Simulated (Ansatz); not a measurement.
Relaxation of C$_{2}$H$_{7}$AlSSi (12 atoms, charge 0, multiplicity 1), to a largest force component of 0.02 eV/Å in at most 50 steps.

Theory: Ansatz, RKS PBE-D4/def2-SVP.

```xyz
12
Properties=species:S:1:pos:R:3
C 1.414 -0.006 -0.919
C 0.284 -0.329 -0.232
Al 0.337 -1.829 1.031
Si -1.217 0.633 -0.370
S -1.284 2.206 1.056
H 1.327 0.899 -1.613
H 2.328 -0.500 -0.829
H 1.766 -2.635 1.216
H -0.919 -2.201 1.941
H -1.413 1.188 -1.695
H -2.441 -0.270 -0.086
H -0.105 2.788 0.534
```

Task: Where does it end, and by what steps?

Result: The forces met the threshold. After 29 steps the energy has fallen by 0.701 eV; H8 moved furthest, 2.20 Å. Joined: Al3–S5 (4.35 → 2.61 Å).

| step | energy less start (eV) | largest force component (eV/Å) | accepted |
| --- | --- | --- | --- |
| 0 | 0.0000 | 2.795 | yes |
| 2 | -0.2308 | 1.390 | no |
| 4 | -0.3688 | 0.108 | yes |
| 6 | -0.3872 | 0.225 | yes |
| 8 | -0.3954 | 0.299 | no |
| 10 | -0.4107 | 0.096 | yes |
| 12 | -0.4188 | 0.215 | yes |
| 14 | -0.4506 | 0.320 | yes |
| 16 | -0.5527 | 0.324 | yes |
| 18 | -0.6562 | 0.436 | yes |
| 20 | -0.6809 | 0.200 | yes |
| 22 | -0.6935 | 0.095 | yes |
| 24 | -0.6988 | 0.063 | yes |
| 26 | -0.7000 | 0.022 | yes |
| 28 | -0.7006 | 0.030 | yes |
| 29 | -0.7007 | 0.016 | yes |

```xyz
12
Properties=species:S:1:pos:R:3
C 1.282 -0.499 -1.530
C 0.361 -0.369 -0.548
Al 0.302 -1.029 1.357
Si -1.121 0.749 -0.572
S -1.261 1.044 1.657
H 1.221 0.024 -2.505
H 2.174 -1.145 -1.411
H 1.568 -0.733 2.299
H -0.726 -2.220 1.675
H -1.065 2.106 -1.226
H -2.441 0.095 -0.870
H -0.217 1.922 1.710
```

Time of the run: 28 s on 2 threads of AMD EPYC 9R45 96-Core Processor (Zen 5), on a shared host, peak memory 0.19 GiB.
